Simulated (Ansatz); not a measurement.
`B[O][Al]([Cl])[Cl]` + `C1N[SiH2]1` → `BN1C[SiH2]1` + `[OH][Al]([Cl])[Cl]` at 298.15 K and 1 bar (ligand exchange at a B–O bond).

Isolated molecules relaxed with PBE0-D4/def2-TZVP in Ansatz; ΔE leaves out vibrations. CBS: MP2 limit from def2 TZ/QZ plus the TZ coupled-cluster correction, frozen cores. One conformer a species, not always the lowest.

```csv
species,CCSD(T)/CBS energy (Eh),H − E (kJ/mol),S (J/(mol·K))
`B[O][Al]([Cl])[Cl]`,-1262.97636,97.3,364.1
`C1N[SiH2]1`,-384.79623,167.2,268.2
`BN1C[SiH2]1`,-410.22230,201.9,299.7
`[OH][Al]([Cl])[Cl]`,-1237.55309,61.8,323.3
```

H − E and S are ideal-gas, rigid-rotor, harmonic terms from PBE0-D4/def2-TZVP, for one conformer and one mirror image of each species. 1 Eh = 2625.50 kJ/mol, R = 8.31446 J/(mol·K).

**Question.** By hand: ΔE, ΔH, ΔS and ΔG.

**Answer.** ΔE = (-410.22230) + (-1237.55309) − (-1262.97636) − (-384.79623) = -0.00280 Eh = -7.4 kJ/mol. Δ(H − E) = 201.9 + 61.8 − 97.3 − 167.2 = -0.8, so ΔH = -8.2 kJ/mol. ΔS = 299.7 + 323.3 − 364.1 − 268.2 = -9.3 J/(mol·K). ΔG = -8.2 − 298.15 × (-9.3)/1000 = -5.4 kJ/mol.

**Question.** By hand: the equilibrium constant, and the temperature at which ΔG would vanish if ΔH and ΔS stayed fixed.

**Answer.** log₁₀ K = −ΔG/(RT ln 10) = 0.9. ΔG = 0 at ΔH/ΔS = 882 K, though so small a ΔH makes that figure unsure.

TΔS isn't small against ΔH here. The sign of ΔG lies within the doubt. A doubt of 5 kJ/mol in ΔE shifts log₁₀ K by 0.9 here. Other conformers and mirror images would add mixing entropy, several J/(mol·K) or more a flexible species. These are equilibria of isolated gas molecules and say nothing of rates. Largest T1 diagnostic: 0.014 (customary marks: 0.02 for closed shells, 0.045 for open ones).
